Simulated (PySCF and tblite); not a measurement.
Values are calculated unless marked as measured or tabulated.
C5H9FO, numbered as in [F:1][CH:2]1[CH2:3][CH2:4][O:5][CH2:6][CH2:7]1. Geometries PBE0-D3(BJ)/def2-SVP; weights from PBE0-D3(BJ)/def2-TZVP energies and GFN2-xTB thermal corrections, with symmetry numbers and mirror pairs. Conformers within 4 kcal/mol (GFN2-xTB free energy) were kept, 7 at most. GIAO shieldings: PBE0/pcSseg-1. Shifts are against TMS (¹H), TMS (¹³C), CFCl3 (¹⁹F) at the same level; of two unlike H on one atom, a is the less shielded. (PySCF 2.14, tblite 0.8.)

The 6-ring runs over atoms 2–3–4–5–6–7.

```
conformer                                       shape  point group  mirror pair  ΔE(DFT)  Δ(G−E) at 180 K  δ H4b/H6b (ppm)
        1  6-ring chair (all substituents equatorial)           Cs           no     0.00             0.00             3.09
        2                     6-ring chair (F1 axial)           Cs           no     0.25             0.05             3.64
```

Energies in kcal/mol; the thermal term leaves out symmetry numbers and mirror images.

Work out the weights at 180 K and the ¹H shift of H4b/H6b under fast exchange.

RT = 0.358 kcal/mol. Each conformer gets RT ln(σ/g), with σ the rotational symmetry number and g = 2 for a mirror pair: 1: σ = 1, g = 1, G = 0.00 + 0.00 + 0.00 = 0.00, 0.00 above the lowest, exp(−ΔG/RT) = 1.000; 2: σ = 1, g = 1, G = 0.25 + 0.05 + 0.00 = 0.30, 0.30 above the lowest, exp(−ΔG/RT) = 0.427. The sum is 1.427, so the weights are 70.1, 29.9 %. The averaged shift is 3.25 ppm. At 298.15 K it is 3.29 ppm. At 298.15 K the leading conformer alone gives 3.09 ppm and bare DFT energies give 3.31 ppm.
